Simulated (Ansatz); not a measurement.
The input (input.yaml):

```yaml
crystal:
  periodic: [false, false, false]
  atoms:
    - { symbol: C, position_ang: [-0.87219, 1.92498, 1.16864] }
    - { symbol: C, position_ang: [-0.71931, 0.87979, 0.60563] }
    - { symbol: O, position_ang: [-0.55957, -0.24231, 0.00642] }
    - { symbol: Si, position_ang: [0.63535, -1.0829, -0.68952] }
    - { symbol: F, position_ang: [1.61183, -1.24264, 0.56358] }
    - { symbol: H, position_ang: [-1.05692, 2.82845, 1.66136] }
    - { symbol: H, position_ang: [1.32934, -0.29719, -1.69293] }
    - { symbol: H, position_ang: [0.19885, -2.40976, -1.08192] }
basis:
  gaussian: { orbitals: def2-SVP }
hamiltonian:
  xc: lda
relax:
  f_tol: 0.015
  max_steps: 40
output:
  orbitals: {}
```

Command:

```bash
$ ansatz run input.yaml --threads 1 --pin off --max-ram 2048MiB --backend cpu --events-out ev --progress --plain --runs-dir out
```

Hardware: 1 thread of Intel(R) Xeon(R) Platinum 8488C (Sapphire Rapids), with other jobs on the host.

Task: Roughly how long does this run take, and how much memory?

Result: 11 s, with a peak of 0.16 GiB, for 7 ionic steps.
